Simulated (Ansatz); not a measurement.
Job for Ansatz (an electronic-structure program): U-B3LYP-D3(BJ)/def2-TZVP on C2H6Ga (SMILES [CH3][Ga][CH3]).

Ansatz 0.2 input:
```yaml
crystal:
  periodic: [false, false, false]
  atoms:
    - {symbol: Ga, position_ang: [-0.57810000, -0.99870000, 0.00480000]}
    - {symbol: C, position_ang: [1.58210000, -0.93160000, -0.00010000]}
    - {symbol: H, position_ang: [1.87850000, 0.11910000, 0.02570000]}
    - {symbol: H, position_ang: [2.00400000, -1.43630000, 0.87100000]}
    - {symbol: H, position_ang: [1.99680000, -1.39050000, -0.89960000]}
    - {symbol: C, position_ang: [-1.60100000, 0.90240000, 0.00020000]}
    - {symbol: H, position_ang: [-1.31220000, 1.45500000, -0.89670000]}
    - {symbol: H, position_ang: [-2.68770000, 0.80770000, 0.01930000]}
    - {symbol: H, position_ang: [-1.28250000, 1.47300000, 0.87550000]}
basis:
  gaussian:
    orbitals: def2-TZVP
hamiltonian:
  xc: b3lyp
  dispersion: d3bj
magnetization: {spin_polarized: true, initial_magnetization: 1}
relax: {f_tol: 0.004, max_steps: 120}
```

Problem. Predict the final total energy.

Solution. -2004.7368 hartree.

Problem. How many basis functions does it have, and what does it roughly cost on one machine?

Solution. 146 functions; very roughly 5 core-minutes.
